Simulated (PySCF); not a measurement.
Some computed properties have been withheld. Give your best values.

Compound: C8H15N2 (charge +1).
Atom-mapped SMILES: `[CH3:1][CH2:2][CH2:3][CH2:4][n+:5]1[cH:6][cH:7][n:8]([CH3:9])[cH:10]1` (hydrogens: H11, H12, H13 on C1; H14, H15 on C2; H16, H17 on C3; H18, H19 on C4; H20 on C6; H21 on C7; H22, H23, H24 on C9; H25 on C10)

Conformer (atom-mapped SMILES and torsion angles): `[CH3:1][CH2:2][CH2:3][CH2:4][n+:5]1[cH:6][cH:7][n:8]([CH3:9])[cH:10]1`: C1–C2–C3–C4 -175°, C2–C3–C4–N5 -66°, C3–C4–N5–C6 -77°.

| property | level | value |
| --- | --- | --- |
| point group of the GFN2-xTB geometry | GFN2-xTB | ? |
| rotational constants A, B, C of the GFN2-xTB geometry | GFN2-xTB | ? |
| HOMO energy | PBE0/pcSseg-1 | -12.06 eV |
| LUMO energy | PBE0/pcSseg-1 | ? |
| 13C chemical shifts (computed TMS as zero) by class | GIAO PBE0/pcSseg-1 | 139.5 (C10), 131.7 (C7), 130.9 (C6), 54.2 (C4), 37.9 (C3), 36.5 (C9), 24.5 (C2), 15.3 (C1) ppm |
| 1H chemical shifts (computed TMS as zero) by class | GIAO PBE0/pcSseg-1 | ? |
| isotropic shieldings of nuclei other than C and H, by class | GIAO PBE0/pcSseg-1 | 49 (N5), 65 (N8) ppm |

Gas-phase values; electronic properties from PySCF, density fitting. The structure is a single GFN2-xTB conformer in the gas phase; no vibrational or solvent corrections. NMR classes are plain means over equivalent atoms (diastereotopic ones count apart unless rotation or inversion swaps them), as if these changed places fast; in this geometry the members of some classes differ.

Task: Give the rotational constants A, B, C of the GFN2-xTB geometry.

Result: 2.497, 0.710, 0.639 GHz.

Task: The LUMO energy?

Result: -4.85 eV.

Task: The 1H chemical shifts (computed TMS as zero) by class?

Result: 7.63 (H25), 7.55 (H21), 7.51 (H20), 4.30 (H18/H19), 4.21 (H22/H23/H24), 1.83 (H16/H17), 1.28 (H11/H12/H13), 1.01 (H14/H15) ppm.

Task: What is the point group of the GFN2-xTB geometry?

Result: C1.

The rotational constants make it an asymmetric top with κ = (2B − A − C)/(A − C) = -0.92, nearer the prolate limit (−1). With B = h/(8π²I), that is 505.379 GHz u Å² over I, the principal moments of inertia are 202.4, 711.4 and 791.4 u Å² (most abundant isotopes).

For the NMR shielding job (PBE0/pcSseg-1), hardware: an x86-64 server with one thread, no GPU (shared host). Cost: 82 s.
